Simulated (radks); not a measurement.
Results of a calculation; reference values are marked as such.
Problem. Numerical settings for the tantalum ion Ta2+, [Xe] 4f14 5d3. Level of theory: Dirac Kohn-Sham, PBE, spin-unpolarised, spherical densities, point nucleus; open shells fill j = l - 1/2 first (a radial shooting solver on a logarithmic mesh with Libxc functionals). The defaults (mesh step 0.008 in ln r, mesh end at 40 bohr or more with all orbitals vanishing there, Anderson mixing 0.5 over 9 steps, residual threshold near 1e-9 with the energy settled to 1e-9 hartree or 1e-11 of itself, here a cap of 83 iterations) give E = -15625.0801 hartree and 5d3/2 at -18.506 eV in 16 iterations. Run on one thread of a shared host, so times are rough (Arm Neoverse V2): 0.18 s of CPU time, 0.18 s wall, 16 iterations on 2541 mesh points. One setting is changed at a time: mesh step in ln r 0.005; mesh step in ln r 0.2; mesh step in ln r 0.08; mesh end (bohr) 1; mesh end (bohr) 2; residual threshold 1e-05; residual threshold 1e-13; mixing 0.01; linear mixing, mixing 0.5; linear mixing, mixing 1; mixing history 20; iteration cap 5. Which runs fail to converge, and which converge to a wrong energy?

Solution. Not converged within the cap: mesh step in ln r 0.2; mesh step in ln r 0.08; linear mixing, mixing 1; iteration cap 5. Settled on a wrong energy, with an occupied level pushed above zero by the early mesh end: mesh end (bohr) 1 (+214 hartree); mesh end (bohr) 2 (+7.43 hartree). Apart from these: no run marked as converged misses the energy by more than 1 mhartree.
